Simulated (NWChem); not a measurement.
System: SiH$_{3}$S$_{3}$Cl; SMILES S[Si](S)(S)Cl

Parts of the log:

```
             Northwest Computational Chemistry Package (NWChem) 7.3.0
             --------------------------------------------------------

 C1  symmetry detected

                             Geometry "geometry" -> ""
                             -------------------------

 Output coordinates in angstroms (scale by  1.889725989 to convert to a.u.)

  No.       Tag          Charge          X              Y              Z
 ---- ---------------- ---------- -------------- -------------- --------------
    1 S                   16.0000    -1.03810249    -0.74372326    -1.70213639
    2 Si                  14.0000     0.00010286    -0.00211769     0.00000020
    3 S                   16.0000    -0.88638344    -0.82066477     1.75185128
    4 S                   16.0000     2.02674724    -0.64012561    -0.10328629
    5 Cl                  17.0000    -0.09595743     2.06800995     0.05019523
    6 H                    1.0000    -2.15454058    -0.01543257    -1.46866794
    7 H                    1.0000    -0.19538203    -0.02429911     2.60019704
    8 H                    1.0000     2.34357809     0.18542858    -1.12770818

 Effective nuclear repulsion energy (a.u.)     519.4967425443

  pbe96 is a nonlocal functional; adding pw91lda local functional.

                                 NWChem DFT Module
                                 -----------------

 Summary of "ao basis" -> "ao basis" (spherical)
 ------------------------------------------------------------------------------
       Tag                 Description            Shells   Functions and Types
 ---------------- ------------------------------  ------  ---------------------
 S                           6-31g*                  8       18   4s3p1d
 Si                          6-31g*                  8       18   4s3p1d
 Cl                          6-31g*                  8       18   4s3p1d
 H                           6-31g*                  2        2   2s

[...]

                                NWChem TDDFT Module
                                -------------------

            General Information
            -------------------
           No. of orbitals :     192
            Alpha orbitals :      96
             Beta orbitals :      96
        Alpha frozen cores :       0
         Beta frozen cores :       0
     Alpha frozen virtuals :       0
      Beta frozen virtuals :       0
         Spin multiplicity :       1
    Number of AO functions :      96
        Use of symmetry is : off
      Symmetry adaption is : off
         Schwarz screening :  0.10D-07

              XC Information
              --------------
   PerdewBurkeErnzerhof Exchange Functional   1.00
     Perdew 1991 LDA Correlation Functional   1.00 local
    PerdewBurkeErnz. Correlation Functional   1.00 non-local

             TDDFT Information
             -----------------
          Calculation type : Tamm-Dancoff TDDFT
         Wavefunction type : Restricted singlets
          No. of electrons :      82
           Alpha electrons :      41
            Beta electrons :      41
              No. of roots :       8
          Max subspacesize :    5600
            Max iterations :     100
               Target root :       1
           Target symmetry : none
      Symmetry restriction : off
                 Algorithm : Optimal
        Davidson threshold :  0.10D-03

    8 smallest eigenvalue differences (eV)
--------------------------------------------------------
  No. Spin  Occ  Vir  Irrep   E(Occ)    E(Vir)   E(Diff)
--------------------------------------------------------
    1    1   41   42 a        -0.248    -0.055     5.254
    2    1   40   42 a        -0.248    -0.055     5.254
    3    1   39   42 a        -0.251    -0.055     5.330
    4    1   41   43 a        -0.248    -0.023     6.119
    5    1   40   43 a        -0.248    -0.023     6.120
    6    1   41   44 a        -0.248    -0.023     6.120
    7    1   40   44 a        -0.248    -0.023     6.120
    8    1   39   43 a        -0.251    -0.023     6.195
--------------------------------------------------------

  Entering Davidson iterations
  Restricted singlet excited states

  Iter   NTrls   NConv    DeltaV     DeltaE      Time
  ----  ------  ------  ---------  ---------  ---------
    1      8       0     0.61E-01   0.10+100       11.9
    2     16       0     0.34E-01   0.63E-02       12.0
    3     24       0     0.28E-01   0.22E-02       12.0
    4     32       0     0.63E-02   0.18E-02       11.5
    5     40       4     0.55E-02   0.33E-04       11.3
    6     44       5     0.95E-03   0.45E-04        8.8
    7     47       7     0.16E-03   0.12E-05        8.3
    8     48       8     0.96E-04   0.45E-07        7.1
  ----  ------  ------  ---------  ---------  ---------
  Convergence criterion met

  Ground state a       -1945.251809950079 a.u.

  ----------------------------------------------------------------------------
  Root   1 singlet a              0.198006197 a.u.                5.3880 eV
  ----------------------------------------------------------------------------
     Transition Moments    X -0.18005   Y -0.00433   Z -0.18425
     Dipole Oscillator Strength                    0.0087630267
     Electric Quadrupole                           0.0000000281
     Magnetic Dipole                               0.0000002577
     Total Oscillator Strength                     0.0087633125

[...]
```

Level: PBE/6-31G* (spherical d), TDA. Structure relaxed at the PBE0/def2-SVP level.

**Question.** Which NWChem input produces such a log?

**Answer.** Several could match; the one computed here: the input that was run:
```
start job
memory heap 200 mb stack 900 mb global 1100 mb
geometry units angstroms noautoz
  S     -0.521186    -1.835693     1.138660
  Si     0.011445     0.019188     0.243764
  S     -1.342404     1.516132     0.915412
  S      1.975704     0.542155     0.870822
  Cl    -0.061776    -0.136488    -1.822048
  H     -1.646609    -1.987125     0.402562
  H     -0.903516     2.452740     0.042764
  H      2.579431    -0.419245     0.134218
end
basis spherical
  * library 6-31g*
end
dft
  xc xpbe96 cpbe96
  iterations 150
end
tddft
  cis
  nroots 8
  notriplet
end
task tddft energy
```
